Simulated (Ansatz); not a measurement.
A nudged elastic band was laid between two geometries of ClF2HOZr + H4Si (11 atoms, charge 0, multiplicity 1).

The calculation used RHF/def2-SVP (Ansatz).

```yaml
movable_images: 7
climbing_image: yes
spring: 5.0 eV/Å²
optimiser: quadratic models (default)
start_path: through a guess of the saddle point
force_threshold: 0.03 eV/Å
iteration_limit: 60
end_points: relaxed
```

Initial state:

```xyz
11
Properties=species:S:1:pos:R:3
Zr -0.394 -0.631 -0.070
O -0.726 -0.915 1.773
H -0.871 -1.033 2.696
Cl 1.948 -0.733 -0.545
F -1.098 1.056 -0.607
F -1.293 -1.977 -1.069
Si 1.937 3.095 1.427
H 3.279 2.789 1.973
H 2.010 3.241 -0.042
H 1.425 4.345 2.034
H 1.014 1.984 1.769
```

Final state:

```xyz
11
Properties=species:S:1:pos:R:3
Zr 0.223 0.265 -0.171
O -0.077 0.187 2.125
H -0.615 -0.536 2.433
Cl 2.049 -0.704 -1.336
F -0.932 1.227 -1.321
F -0.880 -1.254 0.348
Si 1.616 2.498 0.901
H 2.675 2.059 1.866
H 2.268 3.401 -0.085
H 0.697 3.346 1.730
H 0.207 0.732 2.848
```

Q: What changes between the two ends?

A: Bonds broken: Si7–H11. Bonds formed: Zr1–Si7, O2–H11. ClF2HOZr + H4Si becomes ClF2H5OSiZr.

Q: What energy profile does the band end with?

A: The forces met the threshold. The highest image is number 5 of 0 to 8, 268.3 kJ/mol above the first end and 120.8 kJ/mol above the last; the last end lies 147.6 kJ/mol above the first. Neighbouring images differ by up to 1.8 eV, so the band resolves the path poorly. A vibrational analysis at the climbing image gives one clearly imaginary mode, 1692i cm⁻¹: a first-order saddle point. The orbitals stay closed-shell, which can raise the energy where a bond breaks towards radicals; this wasn't checked here.

```tsv
image	path coordinate (Å)	energy (kJ/mol)	Si7–H11 (Å)	Zr1–Si7 (Å)	O2–H11 (Å)
0	0.00	0.0	1.48	4.64	3.38
1	0.62	0.7	1.48	4.34	3.02
2	1.25	4.7	1.48	4.01	2.67
3	1.87	21.6	1.48	3.67	2.31
4	2.50	91.7	1.53	3.34	1.85
5	3.12	268.3	1.96	3.14	1.17
6	3.74	204.7	2.41	2.98	0.96
7	4.36	160.0	2.78	2.88	0.95
8	4.98	147.6	2.98	2.84	0.95
```

Q: What is the geometry of the highest image?

A: 
```xyz
11
Properties=species:S:1:pos:R:3:forces:R:3
Zr 0.100 0.067 -0.086 -0.02 -0.01 0.00
O -0.116 -0.063 1.980 0.01 0.01 0.00
H -0.561 -0.371 2.759 -0.01 -0.01 0.01
Cl 2.166 -0.597 -1.040 0.00 0.00 0.00
F -0.854 1.382 -1.053 0.00 0.00 0.00
F -1.029 -1.439 -0.340 0.01 0.01 0.00
Si 1.539 2.480 1.320 0.00 0.00 0.01
H 2.875 2.319 1.954 0.00 0.00 0.00
H 1.774 2.913 -0.088 0.00 0.00 0.00
H 0.834 3.601 2.000 0.00 0.00 0.00
H 0.502 0.928 1.932 -0.01 0.01 0.00
```

The band took 20 iterations and about 14 core-minutes.

Time of the run: 7.5 min on 2 threads of Arm Neoverse V1, with other jobs on the host, peak memory 0.34 GiB.
